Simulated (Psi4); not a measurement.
Cl$_{4}$Zr, singlet, at a GFN2-xTB geometry (such geometries of metal compounds can be far from the true shape) (core potentials on Zr); R2SCAN/def2-SVP (Psi4).

Here is a job for Psi4.
```
memory 2 GB

molecule {
0 1
  Zr   -0.00000000    0.00000000    0.00000000
  Cl    1.79919529   -0.56519177   -1.22978742
  Cl    0.64651622    0.46587134    2.10568355
  Cl   -0.98544887    1.81277582   -0.90092002
  Cl   -1.46026264   -1.71345538    0.02502389
}

set basis def2-svp

energy('r2scan')
print_variables()
```

Q: Write the output that Psi4 gives for this input, abridged.

A: 
```
   => Loading Basis Set <=

    Name: DEF2-SVP
    Role: ORBITAL
    Keyword: BASIS

    !!!  WARNING: ECP capability is in beta. Please check occupations closely.  !!!

         ---------------------------------------------------------
                                   SCF
               by Justin Turney, Rob Parrish, Andy Simmonett
                          and Daniel G. A. Smith
                              RKS Reference
         ---------------------------------------------------------

  ==> Geometry <==

    Molecular point group: c1
    Full point group: Td

    Geometry (in Angstrom), charge = 0, multiplicity = 1:

       Center              X                  Y                   Z               Mass
    ------------   -----------------  -----------------  -----------------  -----------------
         ZR           0.000000000000    -0.000000001522    -0.000000000000    89.904697700000
         CL           1.799195290000    -0.565191771522    -1.229787420000    34.968852682000
         CL           0.646516220000     0.465871338478     2.105683550000    34.968852682000
         CL          -0.985448870000     1.812775818478    -0.900920020000    34.968852682000
         CL          -1.460262640000    -1.713455381522     0.025023890000    34.968852682000

  Running in c1 symmetry.

  Rotational constants: A =      0.03566  B =      0.03566  C =      0.03566 [cm^-1]
  Rotational constants: A =   1069.18149  B =   1069.18149  C =   1069.18149 [MHz]
  Nuclear repulsion =  441.372310377561462

  Charge       = 0
  Multiplicity = 1
  Electrons    = 80
  Nalpha       = 40
  Nbeta        = 40

  ==> Algorithm <==

  SCF Algorithm Type is DF.
  DIIS enabled.
  MOM disabled.
  Fractional occupation disabled.
  Guess Type is SAD.
  Energy threshold   = 1.00e-06
  Density threshold  = 1.00e-06
  Integral threshold = 1.00e-12

  ==> Primary Basis <==

  Basis Set: DEF2-SVP
    Blend: DEF2-SVP
    Number of shells: 43
    Number of basis functions: 103
    Number of Cartesian functions: 112
    Spherical Harmonics?: true
    Max angular momentum: 3

  Core potential: DEF2-SVP
    Number of shells: 4
    Number of ECP primitives: 14
    Number of ECP core electrons: 28
    Max angular momentum: 3

  ==> DFT Potential <==

   => LibXC <=

    Version 7.1.2
    S. Lehtola, C. Steigemann, M. J. T. Oliveira, and M. A. L. Marques,  SoftwareX 7, 1–5 (2018) (10.1016/j.softx.2017.11.002)

   => Composite Functional: R2SCAN <=

    r2SCAN Meta-GGA XC Functional  (0.1021/acs.jpclett.0c02405)
    J. W. Furness, A. D. Kaplan, J. Ning, J. P. Perdew, J. Sun  J. Phys. Chem. Lett.  11, 8208–8215, 2020

    Deriv               =              1
    GGA                 =           TRUE
    Meta                =           TRUE

    Exchange Hybrid     =          FALSE
    MP2 Hybrid          =          FALSE

   => Exchange Functionals <=

    1.0000   XC_MGGA_X_R2SCAN

   => Correlation Functionals <=

    1.0000   XC_MGGA_C_R2SCAN

   => LibXC Density Thresholds  <==

    XC_MGGA_C_R2SCAN:  1.00E-15
    XC_MGGA_X_R2SCAN:  1.00E-11

   => Molecular Quadrature <=

    Radial Scheme          =       TREUTLER
    Pruning Scheme         =           NONE
    Nuclear Scheme         =       TREUTLER

    Blocking Scheme        =         OCTREE
    BS radius alpha        =              1
    Pruning alpha          =              1
    Radial Points          =             75
    Spherical Points       =            302
    Total Points           =         108840
    Total Blocks           =            923
    Max Points             =            256
    Max Functions          =             91
    Weights Tolerance      =       1.00E-15

   => Loading Basis Set <=

    Name: (DEF2-SVP AUX)
    Role: JKFIT
    Keyword: DF_BASIS_SCF

  ==> Integral Setup <==

  SCF_SUBTYPE=INCORE selected. In-core MEM_DF algorithm will be used.
  Using in-core AOs.

  ==> MemDFJK: Density-Fitted J/K Matrices <==

    J tasked:                   Yes
    K tasked:                    No
    wK tasked:                   No
    Algorithm:                 Core
    Schwarz Cutoff:           1E-12
    Mask sparsity (%):       4.8638
    Fitting Condition:        1E-10

   => Auxiliary Basis Set <=

  Basis Set: (DEF2-SVP AUX)
    Blend: DEF2-UNIVERSAL-JKFIT
    Number of shells: 201
    Number of basis functions: 767
    Number of Cartesian functions: 1004
    Spherical Harmonics?: true
    Max angular momentum: 6

  Minimum eigenvalue in the overlap matrix is 1.1861228216E-02.
  Reciprocal condition number of the overlap matrix is 3.0768041219E-03.
    Using symmetric orthogonalization.

  ==> Pre-Iterations <==

  SCF Guess: Superposition of Atomic Densities via on-the-fly atomic UHF (no occupation information).

   -------------------------
    Irrep   Nso     Nmo
   -------------------------
     A        103     103
   -------------------------
    Total     103     103
   -------------------------

  ==> Iterations <==

                           Total Energy        Delta E     RMS |[F,P]|

   @DF-RKS iter SAD: -1886.94206408949549   -1.88694e+03   0.00000e+00
   @DF-RKS iter   1: -1887.39576567280278   -4.53702e-01   4.75591e-03 ADIIS/DIIS
   @DF-RKS iter   2: -1887.44595920403299   -5.01935e-02   3.63417e-03 ADIIS/DIIS
   @DF-RKS iter   3: -1887.51062307315624   -6.46639e-02   8.50279e-04 ADIIS/DIIS
   @DF-RKS iter   4: -1887.51489705025733   -4.27398e-03   2.13882e-04 ADIIS/DIIS
   @DF-RKS iter   5: -1887.51515952443492   -2.62474e-04   6.59734e-05 DIIS
   @DF-RKS iter   6: -1887.51519009894287   -3.05745e-05   6.54795e-06 DIIS
   @DF-RKS iter   7: -1887.51519037703429   -2.78091e-07   1.47502e-06 DIIS
   @DF-RKS iter   8: -1887.51519038812899   -1.10947e-08   3.29871e-07 DIIS
  Energy and wave function converged.

  ==> Post-Iterations <==

   Electrons on quadrature grid:
      Ntotal   =   80.0000057022 ; deviation = 5.702e-06

    Orbital Energies [Eh]
    ---------------------

    Doubly Occupied:

[...]
      40A     -0.322315

    Virtual:

[...]
    Final Occupation by Irrep:
              A
    DOCC [    40 ]
    NA   [    40 ]
    NB   [    40 ]

  @DF-RKS Final Energy: -1887.51519038812899

   => Energetics <=

    Nuclear Repulsion Energy =            441.3723103775614618
    One-Electron Energy =               -3499.7781901827702313
    Two-Electron Energy =                1289.8687906747256875
    DFT Exchange-Correlation Energy =    -118.9781012576458039
    Empirical Dispersion Energy =           0.0000000000000000
    VV10 Nonlocal Energy =                  0.0000000000000000
    Total Energy =                      -1887.5151903881289854

Computation Completed

Properties will be evaluated at   0.000000,   0.000000,   0.000000 [a0]

Properties computed using the SCF density matrix

 Multipole Moments:

 ------------------------------------------------------------------------------------
     Multipole            Electronic (a.u.)      Nuclear  (a.u.)        Total (a.u.)
 ------------------------------------------------------------------------------------

 L = 1.  Multiply by 2.5417464519 to convert [e a0] to [Debye]
 Dipole X            :          0.0000584           -0.0000000            0.0000584
 Dipole Y            :          0.0000594            0.0000001            0.0000595
 Dipole Z            :          0.0000695            0.0000000            0.0000695
 Magnitude           :                                                    0.0001085

 ------------------------------------------------------------------------------------

  Variable Map:
  ----------------------------------------------------------------------------
[...]
  Array Variable Map:
  ----------------------------------------------------------------------------
[...]
[...]
```
